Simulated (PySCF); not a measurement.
Vertical excitations of a molecule CH₅ClF₂Si₂ from TDA-PBE/def2-SVPD (PySCF 2.14.0), as energy in eV (oscillator strength): 5.51 (0.014), 6.12 (0.002), 6.29 (0.029), 6.68 (0.031), 6.76 (0.028), 6.85 (0.022), 7.27 (0.014), 7.37 (0.006), 7.39 (0.001), 7.50 (0.128). Lowest triplet (TDA): 4.94 eV. The structure is a stationary point at B3LYP-D3(BJ)/def2-SVP. One conformer was computed; it need not be the lowest.

**Question.** Which structure fits?
A. C[Si@@H](Cl)[SiH](F)F
B. FC[Si@](F)([SiH3])Cl
C. C[Si](F)(F)[SiH2]Cl
D. C[Si@@](F)(Cl)[SiH2]F

**Answer.** C, C[Si](F)(F)[SiH2]Cl
